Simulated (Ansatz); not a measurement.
Mulliken charges of BrF2HOZr (`[OH][Zr]([F])([F])[Br]`) from PBE/def2-TZVPP in Ansatz (PBE0-D4/def2-TZVP geometry).

| atom | x (Å) | y (Å) | z (Å) | charge (e) |
| --- | --- | --- | --- | --- |
| O1 | -0.917 | 0.999 | 0.485 | -0.468 |
| Zr2 | 0.296 | -0.351 | -0.039 | 1.221 |
| F3 | 1.950 | -0.080 | 0.847 | -0.333 |
| F4 | -0.395 | -2.040 | 0.469 | -0.333 |
| Br5 | 0.639 | -0.281 | -2.527 | -0.288 |
| H6 | -1.531 | 1.689 | 0.720 | 0.202 |

Task: By hand: the dipole of these point charges (1 e Å = 4.8032 D).

Result: Σ q r = (-0.221, 0.232, 0.160) e Å, of length 0.358 e Å = 1.72 D.

Task: How does the dipole of the full density compare? (Best estimate.)

Result: Ansatz gave: (-0.363, 0.391, 0.221) e Å, 2.77 D; the point charges give 0.62 times that, at 4° from its direction.

Point charges leave out the atoms' own dipoles, such as those of lone pairs, and Mulliken's split depends on the basis, so the two needn't agree.
